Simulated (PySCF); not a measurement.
C₂H₅S, SMILES CS[CH2], multiplicity 2. Geometry optimised at PBE-D3(BJ)/def2-TZVP. The isomer is the one that the SMILES or the coordinates give; other isomers of the formula were not compared.

Give the equilibrium geometry at PBE-D3(BJ)/def2-TZVP (PySCF confirms it by a frequency run) as bond lengths and angles. (Estimate from the structure and the level; the computed values follow.)


Atoms: C1 S2 C3 H4 H5 H6 H7 H8. Bond lengths (Å): C1–S2 1.704, C1–H4 1.087, C1–H5 1.088, S2–C3 1.809, C3–H6 1.098, C3–H7 1.098, C3–H8 1.097. Angles (°): S2–C1–H4 117.0, S2–C1–H5 121.3, H4–C1–H5 120.7, C1–S2–C3 101.7, S2–C3–H6 110.3, S2–C3–H7 110.3, S2–C3–H8 107.2, H6–C3–H7 110.1, H6–C3–H8 109.3, H7–C3–H8 109.6.
Charge 0, spin multiplicity 2.
